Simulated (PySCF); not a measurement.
**Where the electron goes**

Species: NH3BH2NH2BH2NH2BH3, B3H14N3.
Z-matrix (Å and degrees, PBE0-D3(BJ)/def2-SVP geometry), rows numbered from 1:
```
B 
N   1  1.5997
B   2  1.5795  1  120.09
N   3  1.5948  2  107.21  1   -45.64
B   4  1.5740  3  119.39  2   110.32
N   5  1.5944  4  106.37  3   -42.31
H   1  1.2233  2  109.34  3   176.48
H   1  1.2372  2  107.77  3   -63.98
H   1  1.2378  2  108.80  3    56.37
H   2  1.0211  1  107.70  3  -126.31
H   2  1.0202  1  107.54  3   122.16
H   3  1.2280  2  108.46  1    73.88
H   3  1.2246  2  110.03  1  -164.46
H   4  1.0183  3  108.88  2  -126.30
H   4  1.0245  3  107.32  2   -11.81
H   5  1.2200  4  110.45  3    74.83
H   5  1.2221  4  110.42  3  -158.92
H   6  1.0222  5  110.16  4    74.57
H   6  1.0389  5  112.02  4   -41.71
H   6  1.0189  5  111.13  4  -164.48
```

Level of theory: TDDFT CAM-B3LYP/def2-SVPD, vertical, gas phase, core orbitals frozen in the response (PySCF 2.14.0, density-fitted response routines).

Frontier orbitals with the atoms that hold most of them (Löwdin shares over 4%, at most four atoms; ? is withheld):

| orbital | ε (eV) | atoms |
| --- | --- | --- |
| HOMO-3 | -9.94 | B5 27%, H16 15%, H17 15%, B3 9% |
| HOMO-2 | -9.53 | B1 36%, H9 21%, H8 20%, N2 6% |
| HOMO-1 | -9.49 | B3 28%, H13 20%, H12 11%, B5 8% |
| HOMO | -9.16 | ? |
| LUMO | ? | ? |
| LUMO+1 | 1.02 | B3 15%, H20 13%, B5 12%, H10 10% |
| LUMO+2 | 1.43 | B5 18%, H14 17%, B1 9%, B3 6% |

Which atoms hold the LUMO, and with what shares?

B5 (bonded to 2 N and 2 H) 23%; B3 (bonded to 2 N and 2 H) 17%; B1 (bonded to N and 3 H) 13%; H20 (bonded to N) 10%. By element: boron 53%, hydrogen 10% or more.

Give the leading atoms of the HOMO.

B1 (bonded to N and 3 H) 36%; H7 (bonded to B) 29%; N2 (bonded to 2 B and 2 H) 7%; H8 (bonded to B) 6%. By element: boron 36% or more, hydrogen 35% or more, nitrogen 7% or more.

What is the LUMO energy, and the HOMO–LUMO gap?

ε(LUMO) = 0.69 eV; the gap is 9.85 eV (0.3620 hartree).

The HOMO–LUMO gap is 9.85 eV. Where does the response calculation put the lowest singlet, and from which orbitals?

S1 is at 7.14 eV (f = 0.025), 2.71 eV below the gap, made of HOMO→LUMO (54%), HOMO→LUMO+1 (30%). 

Next come S2 at 7.37 eV (f 0.033), HOMO-1→LUMO (67%), HOMO-1→LUMO+1 (20%); S3 at 7.55 eV (f 0.046), HOMO-2→LUMO (70%), HOMO-2→LUMO+1 (12%); S4 at 7.61 eV (f 0.014), HOMO-3→LUMO (39%), HOMO-1→LUMO+1 (16%), HOMO→LUMO+1 (14%); S5 at 7.83 eV (f 0.043), HOMO→LUMO+1 (36%), HOMO→LUMO (18%), HOMO-3→LUMO (8%).

Löwdin shares depend on the basis, the more so with diffuse functions.

Hardware: an Arm Neoverse V1 with one thread (shared host). Cost: 6.7 min of wall time, 1.5 GiB resident at most.

One conformer stands for the species.
